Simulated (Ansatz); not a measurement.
ammonia borane (SMILES [BH3-][NH3+]) moved off its minimum; all values from Ansatz (a program for electronic structure), cores frozen in correlated methods.
(charge 0, multiplicity 1)
```xyz
8

B     -0.89433     0.12885     0.00441
N      0.73084    -0.10728    -0.00276
H     -1.31457    -0.63922    -0.88198
H     -1.05264     1.33163    -0.31525
H     -1.28627    -0.14193     1.08261
H      0.94275    -1.13640     0.19937
H      1.17490     0.49492     0.70278
H      1.14033     0.10273    -0.89417
```

Forces at wB97M-V/def2-TZVPP (eV/Å):

```tsv
atom	Fx	Fy	Fz
B1	-0.304	0.512	-1.563
N2	0.355	-1.670	1.187
H3	0.207	0.432	0.535
H4	0.147	-0.831	0.289
H5	-0.081	-0.119	0.553
H6	-0.285	2.082	-0.202
H7	-0.141	-0.563	-0.373
H8	0.103	0.157	-0.426
```

Problem. Give the forces (eV/Å), the total energy and the dipole at CCSD(T)/cc-pVTZ.

Solution. 
| atom | Fx | Fy | Fz |
|---|---|---|---|
| B1 | -0.313 | 0.518 | -1.591 |
| N2 | 0.275 | -1.649 | 1.187 |
| H3 | 0.188 | 0.383 | 0.482 |
| H4 | 0.146 | -0.759 | 0.274 |
| H5 | -0.101 | -0.142 | 0.645 |
| H6 | -0.251 | 2.029 | -0.186 |
| H7 | -0.092 | -0.542 | -0.332 |
| H8 | 0.148 | 0.164 | -0.478 |
Energy -83.0591 hartree, dipole 5.46 D.
